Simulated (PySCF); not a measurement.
## Calcium: a sound run and one with changed settings

Sound run: Ca [Ar] 4s2, Ca⁺ [Ar] 4s1. Calculation: PySCF 2.14, in pcseg-2 (6s4p3d, 33 functions); no relativity, point nucleus. In the sound run the correlated levels freeze [Ar]. The sound run starts from symmetry-adapted Hartree-Fock orbitals and uses a fine grid where one is needed.

Changed run: initial guess atom, at most 50 SCF cycles.

```json
{"species": "Ca", "method": "UHF", "sound run (hartree)": "-676.74397", "changed run (hartree)": "-676.74397", "converged": "yes"}
{"species": "Ca", "method": "r2SCAN", "sound run (hartree)": "-677.51442", "changed run (hartree)": "-677.51442", "converged": "yes"}
{"species": "Ca", "method": "CCSD(T)", "sound run (hartree)": "-676.77173", "changed run (hartree)": "-676.77173", "converged": "yes"}
{"species": "Ca⁺", "method": "MN15", "sound run (hartree)": "-677.33129", "changed run (hartree)": "-677.33129", "converged": "yes"}
```

Here the plain start reaches the same solutions.
